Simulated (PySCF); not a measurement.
PySCF job for C₁₀H₇N₃, SMILES C1=CN=C2N=CC=C3C=CC=C1N32, PBE/pcSseg-1. Geometry optimised at B3LYP-D3(BJ)/def2-SVP.

```python
import numpy as np
from pyscf import gto, scf, dft
from pyscf.prop.nmr import rks as nmr

mol = gto.M(
    atom='''
    C     0.00000000   -0.00000014    2.79794366
    C     0.00000000   -1.20394560    2.10651718
    C     0.00000000   -1.21722907    0.69889108
    C     0.00000000   -2.40380402   -0.07018157
    C     0.00000000   -2.30437949   -1.44633139
    N     0.00000000   -1.14968202   -2.11133159
    C     0.00000000    0.00000007   -1.43696136
    N     0.00000000    1.14968223   -2.11133148
    C     0.00000000    2.30437963   -1.44633114
    C     0.00000000    2.40380402   -0.07018133
    C     0.00000000    1.21722900    0.69889120
    C     0.00000000    1.20394540    2.10651731
    N     0.00000000   -0.00000000    0.00330431
    H     0.00000000   -0.00000020    3.89052136
    H     0.00000000   -2.16360721    2.62198219
    H     0.00000000   -3.36377924    0.44423012
    H     0.00000000   -3.21347351   -2.06003869
    H     0.00000000    3.21347372   -2.06003837
    H     0.00000000    3.36377920    0.44423046
    H     0.00000000    2.16360694    2.62198242
    ''',
    basis='pcSseg-1',
    charge=0,
    spin=0,
    max_memory=1600,
    verbose=3,
)
mf = dft.RKS(mol, xc='pbe').density_fit(auxbasis='def2-universal-jkfit')
mf.grids.level = 3
mf.conv_tol = 1e-10
mf.max_cycle = 100
mf.kernel()
n = nmr.NMR(mf)
n.verbose = 2
n.max_cycle_cphf = 60
sigma = n.kernel()
print('atom   isotropic/ppm   span/ppm')
for i, s in enumerate(sigma):
    w = np.linalg.eigvalsh((s + s.T) / 2)
    print(f'{mol.atom_symbol(i):2s}{i + 1:3d} {w.mean():14.3f} {w[2] - w[0]:11.3f}')
```

It prints:

```
converged SCF energy = -548.803934718796
atom   isotropic/ppm   span/ppm
C   1         36.604     227.414
C   2         67.477     146.112
C   3         20.108     155.084
C   4         72.091     148.111
C   5         17.244     205.710
N   6        -20.038     459.921
C   7         17.798      89.238
N   8        -20.038     459.921
C   9         17.244     205.710
C  10         72.091     148.111
C  11         20.108     155.084
C  12         67.477     146.112
N  13         27.419     220.662
H  14         26.019       3.412
H  15         27.235       2.910
H  16         27.457       4.493
H  17         25.161       3.567
H  18         25.161       3.567
H  19         27.457       4.493
H  20         27.235       2.910
```

The calculation finished and met its thresholds.
